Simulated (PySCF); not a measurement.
Correlation energy of S⁺ (sulfur, charge +1)

[Ne] 3s2 3p3, high-spin 4S determinant. All numbers are calculated (PySCF 2.14, no relativity, point nucleus, in dyall-av3z (19s12p3d2f, 84 functions)). Frozen: [Ne]; 5 electrons correlated; the 26 highest virtual orbitals of each spin left out.

```tsv
level	correlation energy (mhartree)
CCSD	-110.40
(T)	-3.58
CCSD(T)	-113.98
```

Diagnostics: T1 = 0.0037, D1 = 0.0096, largest double amplitude 0.044.

Q: Is a single reference adequate?

A: Yes: T1 lies below 0.03 and no double amplitude reaches 0.07.
